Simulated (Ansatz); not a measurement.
CH4AlNOS can be A, `NC(=S)[O][AlH2]`, or B, `N=[C](O)[AlH][SH]`.

Computed with Ansatz on PBE0-D4/def2-TZVP structures; ΔE is electronic, products minus reactants. CBS: MP2 limit from def2 TZ/QZ plus the TZ coupled-cluster correction, frozen cores. Functionals use def2-TZVPP. One conformer a species, not always the lowest.

(1) Which isomer does CCSD(T)/CBS put lower? Give the gap. (Best estimate.)

(2) Give E(B) − E(A) in kcal/mol with B2PLYP, r2SCAN-D4, MP2/def2-TZVPP, HF/def2-TZVPP, CCSD(T)/def2-TZVPP, PBE-D4, CCSD/def2-TZVPP. (Estimate.)

Largest T1 diagnostic: 0.017.

Results:

(1) The calculation gave: A, by 4.7 kcal/mol.

(2) The calculation gave: B2PLYP 6.7, r2SCAN-D4 7.3, MP2/def2-TZVPP 5.9, HF/def2-TZVPP 8.8, CCSD(T)/def2-TZVPP 4.0, PBE-D4 5.2, CCSD/def2-TZVPP 4.2. None reverses the order clearly.

From PBE to PBE0 (25 % exact exchange), in def2-TZVPP and without D4, E(B) − E(A) moves by +1.2 kcal/mol. In def2-TZVPP, CCSD(T) changes the Hartree–Fock value by −4.8 kcal/mol (the triples alone add −0.3 kcal/mol) and MP2 by −2.8 kcal/mol.
